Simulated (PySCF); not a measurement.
Vibration and rotation of GaP

UHF-CCSD(T) constants of GaP, ³Σ⁻ (triplet), unpaired electrons π ↑↑ (basis Ga def2-TZVPP, P def2-TZVPP; no relativity; PySCF 2.14; masses 68.9256 and 30.9738 u):

```
ωe              : 299.7 cm⁻¹
ωexe            : 1.08 cm⁻¹
Be              : 0.1313 cm⁻¹
αe              : 0.000704 cm⁻¹
D (centrifugal) : 1.01e-07 cm⁻¹
De to Ga + P    : 1.92 eV
```

Task: Give the vibrational terms G(v) and spacings up to v = 6.

Result: G(v) = ωe(v+½) − ωexe(v+½)².

| v | G(v) (cm⁻¹) | G(v) − G(v−1) | Bv (cm⁻¹) |
| --- | --- | --- | --- |
| 0 | 149.6 |  | 0.1309 |
| 1 | 447.1 | 297.5 | 0.1302 |
| 2 | 742.5 | 295.4 | 0.1295 |
| 3 | 1035.7 | 293.2 | 0.1288 |
| 4 | 1326.8 | 291.1 | 0.1281 |
| 5 | 1615.7 | 288.9 | 0.1274 |
| 6 | 1902.4 | 286.7 | 0.1267 |

Task: How well does the Morse estimate ωe²/(4ωexe) reproduce De, and what is D0?

Result: It gives 2.58 eV, 134 % of the computed De. D0 = De − G(0) = 1.92 − 0.02 = 1.90 eV.

Correlated steps freeze 14 core orbitals. Spin–orbit coupling is left out. The state was picked by a PBE0 search and need not be the measured ground state.
